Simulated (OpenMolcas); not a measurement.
OpenMolcas run: C2+

Input:

```
&GATEWAY
Coord
1

C 0.0 0.0 0.0
Basis=ANO-R2
Group=XYZ
NoMove
AngMom=0.0 0.0 0.0
AMFI
&SEWARD
* reference wave functions (RASSCF and RASSI steps not shown): 2 electrons in 4 orbitals (2s 2p)
>>> COPY JOB001 $Project.JobIph
&CASPT2
Multistate=3 1 2 3
Frozen=0 0
IPEA=0.5
Imaginary=0.1
MaxIter=60
WThr=0.0 0.3 0.05
PrWF=0.5
NoMix
>>> COPY JOB002 $Project.JobIph
&CASPT2
Multistate=7 1 2 3 4 5 6 7
Frozen=0 0
IPEA=0.5
Imaginary=0.1
MaxIter=60
WThr=0.0 0.3 0.05
PrWF=0.5
NoMix
>>> COPY JOB003 $Project.JobIph
&CASPT2
Multistate=3 1 2 3
Frozen=0 0
IPEA=0.5
Imaginary=0.1
MaxIter=60
WThr=0.0 0.3 0.05
PrWF=0.5
NoMix
...
```

Output, cut to the results:

```
--- CASPT2 ---
Orbital specifications:
      -----------------------

      Symmetry species                           1   2
                                                ag  au
      Frozen orbitals                            0   0
      Inactive orbitals                          1   0
      Active orbitals                            1   3
      Secondary orbitals                        12  16
      Deleted orbitals                           0   0
      Number of basis functions                 14  19
Type of calculation                        MS-CASPT2
      Fock operator                              state-specific
      IPEA shift                                 0.50
      Real shift                                 0.00
      Imaginary shift                            0.10
      The input orbitals will be transformed to quasi-canonical
Reference energy:         -35.8556572332
      E2 (Non-variational):      -0.0188289965
      Shift correction:          -0.0000050497
      E2 (Variational):          -0.0188340463
      Total energy:             -35.8744912794
      Residual norm:              0.0000002946
      Reference weight:           0.99773
      Contributions to the CASPT2 correlation energy
      Active & Virtual Only:         -0.0071246094
      One Inactive Excited:          -0.0056730314
      Two Inactive Excited:          -0.0060313557
Reference energy:         -35.8556572332
      E2 (Non-variational):      -0.0188289965
      Shift correction:          -0.0000050497
      E2 (Variational):          -0.0188340463
      Total energy:             -35.8744912794
      Residual norm:              0.0000002946
      Reference weight:           0.99773
      Contributions to the CASPT2 correlation energy
      Active & Virtual Only:         -0.0071246094
      One Inactive Excited:          -0.0056730314
      Two Inactive Excited:          -0.0060313557
::    CASPT2 Root  1     Total energy:    -35.87449128
::    CASPT2 Root  2     Total energy:    -35.87449128
::    CASPT2 Root  3     Total energy:    -35.87449128
::    MS-CASPT2 Root  1     Total energy:    -35.87449128
::    MS-CASPT2 Root  2     Total energy:    -35.87449128
::    MS-CASPT2 Root  3     Total energy:    -35.87449128
--- CASPT2 ---
Orbital specifications:
      -----------------------

      Symmetry species                           1   2
                                                ag  au
      Frozen orbitals                            0   0
      Inactive orbitals                          1   0
      Active orbitals                            1   3
      Secondary orbitals                        12  16
      Deleted orbitals                           0   0
      Number of basis functions                 14  19
Type of calculation                        MS-CASPT2
      Fock operator                              state-specific
      IPEA shift                                 0.50
      Real shift                                 0.00
      Imaginary shift                            0.10
      The input orbitals will be transformed to quasi-canonical
Reference energy:         -36.4911642876
      E2 (Non-variational):      -0.0131283864
      Shift correction:          -0.0000047776
      E2 (Variational):          -0.0131331641
      Total energy:             -36.5042974516
      Residual norm:              0.0000001012
      Reference weight:           0.99831
      Contributions to the CASPT2 correlation energy
      Active & Virtual Only:         -0.0048146470
      One Inactive Excited:          -0.0029284657
      Two Inactive Excited:          -0.0053852737
Reference energy:         -35.7784390380
      E2 (Non-variational):      -0.0486862675
      Shift correction:          -0.0001158095
      E2 (Variational):          -0.0488020770
      Total energy:             -35.8272411150
      Residual norm:              0.0000008839
      Reference weight:           0.98158
      Contributions to the CASPT2 correlation energy
      Active & Virtual Only:         -0.0376493087
      One Inactive Excited:          -0.0050077177
      Two Inactive Excited:          -0.0060292412
::    CASPT2 Root  1     Total energy:    -36.50429745
::    CASPT2 Root  2     Total energy:    -35.82724112
::    CASPT2 Root  3     Total energy:    -35.82724181
::    CASPT2 Root  4     Total energy:    -35.82724117
::    CASPT2 Root  5     Total energy:    -35.82724387
::    CASPT2 Root  6     Total energy:    -35.82724418
::    CASPT2 Root  7     Total energy:    -35.66146147
::    MS-CASPT2 Root  1     Total energy:    -36.50442110
::    MS-CASPT2 Root  2     Total energy:    -35.82724508
::    MS-CASPT2 Root  3     Total energy:    -35.82724380
::    MS-CASPT2 Root  4     Total energy:    -35.82724157
::    MS-CASPT2 Root  5     Total energy:    -35.82724098
::    MS-CASPT2 Root  6     Total energy:    -35.82724072
::    MS-CASPT2 Root  7     Total energy:    -35.66133781
--- CASPT2 ---
Orbital specifications:
      -----------------------

      Symmetry species                           1   2
                                                ag  au
      Frozen orbitals                            0   0
      Inactive orbitals                          1   0
      Active orbitals                            1   3
      Secondary orbitals                        12  16
      Deleted orbitals                           0   0
      Number of basis functions                 14  19
Type of calculation                        MS-CASPT2
      Fock operator                              state-specific
      IPEA shift                                 0.50
      Real shift                                 0.00
      Imaginary shift                            0.10
      The input orbitals will be transformed to quasi-canonical
Reference energy:         -36.2493356376
      E2 (Non-variational):      -0.0147932248
      Shift correction:          -0.0000088890
      E2 (Variational):          -0.0148021138
...
```

Levels above the lowest, from the spin-orbit matrix with the multistate effective Hamiltonian, averaged by term, added to it:

| Configuration | Term | J | E (cm⁻¹) | Measured (cm⁻¹) | Term weight % |
| --- | --- | --- | --- | --- | --- |
| 2s² | ¹S | 0 | 0.0 | 0.0 | 100 |
| 2s 2p | ³P° | 0 | 52684 | 52367 | 100 |
| 2s 2p | ³P° | 1 | 52710 | 52391 | 100 |
| 2s 2p | ³P° | 2 | 52762 | 52447 | 100 |
| 2s 2p | ¹P° | 1 | 105001 | 102352 | 100 |
| 2p² | ³P | 0 | 138202 | 137426 | 100 |
| 2p² | ³P | 1 | 138228 | 137454 | 100 |
| 2p² | ³P | 2 | 138279 | 137502 | 100 |
| 2p² | ¹D | 2 | 148624 | 145876 | 100 |
| 2p² | ¹S | 0 | 185035 | 182520 | 100 |

Against the 9 measured excited levels shown (Moore, Selected Tables of Atomic Spectra, NSRDS-NBS 3, section 3) the mean absolute deviation is 1200 cm-1; the largest miss in energy is 2p² ¹D₂: computed 148624, measured 145876 cm⁻¹ (+1.9 %), and the largest in proportion 2s 2p ¹P°₁ (+2.6 %).

Computed and measured levels are paired by configuration, term and J; levels that our copy of the source lacks, or whose pairing is in doubt (as where it misses far off the trend of its configuration), stay unpaired and out of the deviations. Levels of configurations outside the active space are missing.

The term weight is that of the spin-free term in the level, not the purity of its configuration. ° marks odd parity.
